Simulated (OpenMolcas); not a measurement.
Mo2+.

* Program: OpenMolcas
* Method: CASSCF
* Basis: ANO-RCC-VTZP [7s6p4d2f1g]
* Scalar Hamiltonian: DKH2, point nucleus
* Active space: 4 electrons in 6 orbitals (4d 5s)
* State averaging: 2S+1 = 5 even, 15 roots; 2S+1 = 3 even, 95 roots kept (CI in the orbitals of an earlier block); 2S+1 = 1 even, 90 roots kept (CI in the orbitals of an earlier block)
* Spin-orbit coupling: state interaction with AMFI integrals over the reference wave functions, term energies averaged over their components

Levels without dynamic correlation, in cm⁻¹ above 4d⁴ ⁵D₀:

| Level | E |
| --- | --- |
| 4d⁴ ³H₄ | 16154 |
| 4d⁴ ³P₀(1) | 15253 |
| 4d⁴ ³F₂(1) | 18094 |
| 4d⁴ ³G₃ | 20403 |

On this reference, MS-CASPT2, IPEA 0.25 Eh, imaginary shift 0.1 Eh (closed shells correlated: 4s 4p) puts 4d⁴ ³H₄ at 13960 cm⁻¹.

Q: Estimate the other levels at that method by one scale factor, and say how well it serves.

A: The factor is 13960 / 16154 = 0.864. Scaled values beside those that MS-CASPT2 gives and measured ones (Sugar and Musgrove, J. Phys. Chem. Ref. Data 17, 155 (1988)):
| Level | Scaled | MS-CASPT2 | Miss (%) | Measured |
| --- | --- | --- | --- | --- |
| 4d⁴ ³P₀(1) | 13179 | 12100 | +8.9 | 11149 |
| 4d⁴ ³F₂(1) | 15633 | 15140 | +3.3 | 13929 |
| 4d⁴ ³G₃ | 17628 | 17240 | +2.3 | 15871 |
For these levels the scaled values miss MS-CASPT2 by up to 8.9 %, as correlation changes each term by its own factor, spin-orbit parts do not scale and CASPT2 has its own spread within terms. This holds within one configuration; levels of others move differently, and the target method has errors of its own against measurement.

CASPT2 breaks the degeneracy within a term, and the mean is taken; among the terms shown or strongly mixed into the levels shown the widest spread is 140 cm-1 (4d⁴ ³F(1), MS-CASPT2). Terms from blocks run as CI alone lack orbitals of their own. Configurations are named by rounded mean occupations; where the s occupation lies near a half they are strongly mixed, a name can repeat and a true partner stay unpaired. Without dynamic correlation excited terms often stand tens of per cent too high (terms of higher spin than the ground term too low), and those without a measured partner can miss by more than the paired ones (holds for CASSCF). Blocks of more than 70 roots (2S+1 = 3 even, 1 even) ran without multistate coupling (holds for MS-CASPT2). Measured partners are found by configuration, term and J. A level has none where our copy of the source lacks it or the pairing is in doubt (some pairs that miss far off the trend of their configuration count as doubtful), and it then counts in no deviation. Levels of configurations outside the active space are missing.

A number in round brackets counts repeated terms of one configuration in the order of the reference energies.
